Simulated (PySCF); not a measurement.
# Spinor energies of Ag⁺ (silver, charge +1)

Start: [Kr] 4d9 5p1; 4d3/2 filled at m_j = -3/2, -1/2, +1/2, +3/2; 4d5/2 filled at m_j = -3/2, -1/2, +1/2, +3/2, +5/2; 5p3/2 filled at m_j = +3/2. Calculated with PySCF 2.14 in x2c-TZVPall-2c with one added diffuse shell each of s, p, d type (9s10p8d1f, 86 functions): generalised Hartree-Fock with the X2C-1e Hamiltonian and a Gaussian nucleus; one run each with spin-orbit coupling (SO) switched off, then screened by Boettger's factors. This is a chosen level, not necessarily the ground level.

```json
{"spinor shell": "1s1/2", "electrons": "2", "ε, spin-free (eV)": "-25660.5", "ε, screened SO (eV)": "-25658.6", "weight of nominal j (screened SO)": "1.000", "rms radius, screened SO (bohr)": "0.0357"}
{"spinor shell": "2s1/2", "electrons": "2", "ε, spin-free (eV)": "-3877.0", "ε, screened SO (eV)": "-3876.5", "weight of nominal j (screened SO)": "1.000", "rms radius, screened SO (bohr)": "0.146"}
{"spinor shell": "2p1/2", "electrons": "2", "ε, spin-free (eV)": "-3472.1", "ε, screened SO (eV)": "-3593.6", "weight of nominal j (screened SO)": "1.000", "rms radius, screened SO (bohr)": "0.127"}
{"spinor shell": "2p3/2", "electrons": "4", "ε, spin-free (eV)": "-3472.1", "ε, screened SO (eV)": "-3416.1", "weight of nominal j (screened SO)": "1.000", "rms radius, screened SO (bohr)": "0.131"}
{"spinor shell": "3s1/2", "electrons": "2", "ε, spin-free (eV)": "-759.84", "ε, screened SO (eV)": "-759.73", "weight of nominal j (screened SO)": "1.000", "rms radius, screened SO (bohr)": "0.392"}
{"spinor shell": "3p1/2", "electrons": "2", "ε, spin-free (eV)": "-623.56", "ε, screened SO (eV)": "-645.79", "weight of nominal j (screened SO)": "1.000", "rms radius, screened SO (bohr)": "0.387"}
{"spinor shell": "3p3/2", "electrons": "4", "ε, spin-free (eV)": "-623.56", "ε, screened SO (eV)": "-613.30", "weight of nominal j (screened SO)": "1.000", "rms radius, screened SO (bohr)": "0.398"}
{"spinor shell": "3d3/2", "electrons": "4", "ε, spin-free (eV)": "-409.06", "ε, screened SO (eV)": "-413.03", "weight of nominal j (screened SO)": "0.999", "rms radius, screened SO (bohr)": "0.374"}
{"spinor shell": "3d5/2", "electrons": "6", "ε, spin-free (eV)": "-409.06", "ε, screened SO (eV)": "-406.34", "weight of nominal j (screened SO)": "0.999", "rms radius, screened SO (bohr)": "0.377"}
{"spinor shell": "4s1/2", "electrons": "2", "ε, spin-free (eV)": "-130.87", "ε, screened SO (eV)": "-130.89", "weight of nominal j (screened SO)": "1.000", "rms radius, screened SO (bohr)": "0.976"}
{"spinor shell": "4p1/2", "electrons": "2", "ε, spin-free (eV)": "-88.990", "ε, screened SO (eV)": "-93.472", "weight of nominal j (screened SO)": "0.988", "rms radius, screened SO (bohr)": "1.05"}
{"spinor shell": "4p3/2", "electrons": "4", "ε, spin-free (eV)": "-88.990", "ε, screened SO (eV)": "-86.951", "weight of nominal j (screened SO)": "0.994", "rms radius, screened SO (bohr)": "1.08"}
{"spinor shell": "4d3/2", "electrons": "4", "ε, spin-free (eV)": "-28.151", "ε, screened SO (eV)": "-28.826", "weight of nominal j (screened SO)": "0.905", "rms radius, screened SO (bohr)": "1.42"}
{"spinor shell": "4d5/2", "electrons": "5", "ε, spin-free (eV)": "-28.151", "ε, screened SO (eV)": "-27.738", "weight of nominal j (screened SO)": "0.924", "rms radius, screened SO (bohr)": "1.44"}
{"spinor shell": "5p3/2", "electrons": "1", "ε, spin-free (eV)": "-10.407", "ε, screened SO (eV)": "-10.322", "weight of nominal j (screened SO)": "1.000", "rms radius, screened SO (bohr)": "4.02"}
```

```csv
quantity,spin-free,screened SO
E (hartree),-5311.75135,-5312.73951
M_J,4,4
⟨J²⟩,20.020,20.021
⟨L²⟩,12.016,12.030
⟨S²⟩,2.005,2.019
```

Each row is a mean over spinors that exchange with the open shell spreads, by up to 5.620 eV (4p3/2).

Breit and QED terms are absent; they matter most for the inner s and p1/2 levels.

Densities and radii are taken from the X2C orbitals without a picture-change correction, which distorts them close to the nucleus.

Without spin-orbit coupling the j labels of p, d and f shells carry no meaning; the spin-free column gives the mean over the occupied spinors of each nl shell.
